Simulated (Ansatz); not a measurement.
Reaction (isomerisation): `C[CH]([AlH2])[AlH][SiH3]` → `C[CH2][AlH][AlH][SiH3]`

Isolated molecules relaxed with PBE0-D4/def2-TZVP in Ansatz; ΔE leaves out vibrations. CCSD(T)/CBS is the MP2 limit (def2-TZVPP, def2-QZVPP) plus CCSD(T) − MP2 in def2-TZVPP, frozen cores. DFT in def2-TZVPP. B3LYP here is the variant with VWN-RPA as its local correlation; programs differ in this. One conformer a species, not always the lowest.

| level | ΔE (kJ/mol) | difference from CCSD(T)/CBS |
| --- | --- | --- |
| PBE-D4 | -3.0 | -10.2 |
| r2SCAN-D4 | 6.8 | -0.4 |
| B3LYP-D4 | 6.8 | -0.4 |
| ωB97X-V | 5.9 | -1.3 |
| ωB97M-V | 16.5 | 9.3 |
| B3LYP | -0.9 | -8.1 |
| HF/def2-TZVPP | -4.0 | -11.2 |
| MP2/def2-TZVPP | 16.4 | 9.2 |
| CCSD/def2-TZVPP | 2.6 | -4.6 |
| MP2/def2-QZVPP | 18.0 | 10.8 |
| CCSD(T)/CBS | 7.2 | 0 |

Largest T1 diagnostic among the species: 0.012.

The D4 term adds +7.7 kJ/mol with B3LYP and +4.1 kJ/mol with PBE0; it sums over pairs of atoms, weighted by their polarisabilities, and B3LYP, whose exchange is more repulsive, gets the larger term. In def2-TZVPP, CCSD(T) changes the Hartree–Fock value by +9.1 kJ/mol (the triples alone add +2.5 kJ/mol) and MP2 by +20.4 kJ/mol.
